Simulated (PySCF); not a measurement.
ScCl2, SMILES [Cl][Sc][Cl] (connectivity only; charge and spin as stated), neutral, multiplicity 2.

Geometry optimised at B3LYP-D3(BJ)/def2-TZVP. The spin state was assumed, not searched. The isomer is the one that the SMILES or the coordinates give; other isomers of the formula were not compared.

Level of theory: TDA-B3LYP/def2-SVPD run with PySCF.

Vertical excitations. 

| state | energy (eV) | λ (nm) | f | main pairs |
|---|---|---|---|---|
| root 1 | 0.29 | 4260 | 0.001 | α HOMO→LUMO+1 98 % |
| root 2 | 0.35 | 3549 | 0.002 | α HOMO→LUMO 95 % |
| root 3 | 1.03 | 1209 | 0.000 | α HOMO→LUMO+3 99 % |
| root 4 | 1.08 | 1150 | 0.002 | α HOMO→LUMO+2 99 % |
| root 5 | 2.86 | 434 | 0.070 | α HOMO→LUMO+4 92 % |
| root 6 | 3.67 | 338 | 0.196 | α HOMO→LUMO+5 96 % |
| root 7 | 4.58 | 271 | 0.003 | α HOMO−1→LUMO 91 %, β HOMO→LUMO 7 % |
| root 8 | 4.61 | 269 | 0.000 | α HOMO−2→LUMO 98 % |
| root 9 | 4.63 | 268 | 0.017 | α HOMO→LUMO+6 89 % |
| root 10 | 4.69 | 264 | 0.000 | α HOMO−4→LUMO 96 % |
Unrestricted roots are not spin-pure.
